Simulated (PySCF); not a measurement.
## Correlation energy of As (arsenic, neutral)

[Ar] 3d10 4s2 4p3, high-spin 4S determinant. All numbers are calculated (PySCF 2.14, scalar relativity by spin-free X2C-1e, in cc-pVDZ-DK (5s4p2d, 27 functions)). Frozen: [Ar] 3d10; 5 electrons correlated.

MP2 pair energies summed by pair of shells (mhartree):

```json
{"pair": "4s-4p", "energy": "-34.76", "share (%)": "64.2"}
{"pair": "4p-4p", "energy": "-12.17", "share (%)": "22.5"}
{"pair": "4s-4s", "energy": "-7.21", "share (%)": "13.3"}
```

Total MP2 correlation energy: -54.15 mhartree.

Same-spin part -14.71 and opposite-spin part -39.44 mhartree; SCS-MP2 scales them by 1/3 and 6/5 to -52.23 mhartree.

```json
{"level": "CCSD", "correlation energy (mhartree)": "-68.63"}
{"level": "(T)", "correlation energy (mhartree)": "-0.69"}
{"level": "CCSD(T)", "correlation energy (mhartree)": "-69.32"}
```

Diagnostics: T1 = 0.0025, D1 = 0.0071, largest double amplitude 0.058.

Cost of the coupled-cluster step: 0.06 s of wall time on 1 thread of Intel(R) Xeon(R) Platinum 8488C (shared host), for 5 correlated electrons.

Iterations:

```
CC2 = 0
CCSD nocc = (np.int64(4), np.int64(1)), nmo = (13, 13)
frozen orbitals [[0, 1, 2, 3, 4, 5, 6, 7, 8, 9, 10, 11, 12, 13], [0, 1, 2, 3, 4, 5, 6, 7, 8, 9, 10, 11, 12, 13]]
max_cycle = 100
direct = 0
conv_tol = 1e-08
conv_tol_normt = 1e-06
diis_space = 8
diis_start_cycle = 0
Init t2, MP2 energy = -0.0541460007366677
Init E_corr(UCCSD) = -0.0541460007367051
cycle = 1  E_corr(UCCSD) = -0.0654581750861299  dE = -0.0113121743  norm(t1,t2) = 0.038461
cycle = 2  E_corr(UCCSD) = -0.0678376335426229  dE = -0.00237945846  norm(t1,t2) = 0.010128
cycle = 3  E_corr(UCCSD) = -0.068648628500931  dE = -0.000810994958  norm(t1,t2) = 0.00320031
cycle = 4  E_corr(UCCSD) = -0.0686341355710766  dE = 1.44929299e-05  norm(t1,t2) = 0.000296709
cycle = 5  E_corr(UCCSD) = -0.0686347644352178  dE = -6.28864141e-07  norm(t1,t2) = 3.23767e-05
cycle = 6  E_corr(UCCSD) = -0.0686344723934702  dE = 2.92041748e-07  norm(t1,t2) = 6.47688e-06
cycle = 7  E_corr(UCCSD) = -0.0686346619290437  dE = -1.89535574e-07  norm(t1,t2) = 1.29023e-06
cycle = 8  E_corr(UCCSD) = -0.0686345895372661  dE = 7.23917777e-08  norm(t1,t2) = 2.01646e-07
cycle = 9  E_corr(UCCSD) = -0.0686345965271539  dE = -6.98988782e-09  norm(t1,t2) = 3.80877e-08
UCCSD converged
E(UCCSD) = -2258.985535639338  E_corr = -0.06863459652715388
UCCSD(T) correction = -0.000693800420917845
```
